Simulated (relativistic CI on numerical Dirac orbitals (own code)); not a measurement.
# Transition arrays of Ag X

Computed by Dirac-Coulomb-Breit CI, orbitals from a KLI potential per configuration, model QED, valence Slater integrals scaled by 0.9, whole transition arrays (own radial code, finite nucleus).

CI space (outside the closed core [Ar] 3d10 4s2): 4p⁶4d², 4p⁶4d4f, 4p⁵4d³, 4p⁶4d5p, 4p⁶4d5f. Levels of other configurations are missing.

All E1 lines from the levels of 4p⁶4d²; mean and standard deviation are weighted by gf, and upper levels are sorted by their leading configuration.

```
Upper configuration  Lines    Σgf  Mean (eV)  Mean (nm)  σ (eV)  Strongest line (nm)
            4p⁶4d4f     11    0.3      62.34     19.887    2.85               20.505
             4p⁵4d³    531  358.6      76.88     16.126    3.09               15.621
            4p⁶4d5p     65   12.5      59.74     20.755    1.11               20.916
            4p⁶4d5f     81    4.9     102.66     12.077    1.42               12.086
```

Σgf per state of the lower configuration in bins of 0.2 nm over the central range (centre: value): 12.1: 0.06, 15.1: 0.03, 15.3: 0.27, 15.5: 0.29, 15.7: 1.59, 15.9: 1.62, 16.1: 0.94, 16.3: 1.42, 16.5: 1.26, 16.7: 0.13, 16.9: 0.13, 19.1: 0.03, 19.3: 0.02, 19.9: 0.04, 20.1: 0.02, 20.3: 0.05, 20.5: 0.08.

Question: How do configuration mixing and the scaling of the Slater integrals move the arrays?

Answer: Slater scale 0.9, no configuration mixing: 4p⁶4d4f 65.7 ± 2.3 eV (Σgf 98.7), 4p⁵4d³ 74.6 ± 5.0 eV (Σgf 237.0), 4p⁶4d5p 59.7 ± 1.1 eV (Σgf 14.2), 4p⁶4d5f 102.8 ± 1.2 eV (Σgf 0.0); Slater scale 1: 4p⁶4d4f 62.0 ± 3.1 eV (Σgf 0.4), 4p⁵4d³ 78.5 ± 3.3 eV (Σgf 365.0), 4p⁶4d5p 59.7 ± 1.2 eV (Σgf 12.5), 4p⁶4d5f 102.7 ± 1.6 eV (Σgf 6.3); Slater scale 0.8: 4p⁶4d4f 74.0 ± 1.0 eV (Σgf 46.7), 4p⁵4d³ 75.5 ± 3.0 eV (Σgf 305.5), 4p⁶4d5p 59.7 ± 1.0 eV (Σgf 12.7), 4p⁶4d5f 102.6 ± 1.3 eV (Σgf 3.8). With mixing, levels are counted to their leading configuration, so an array can shrink or vanish into another, and the sums then hold other lines.
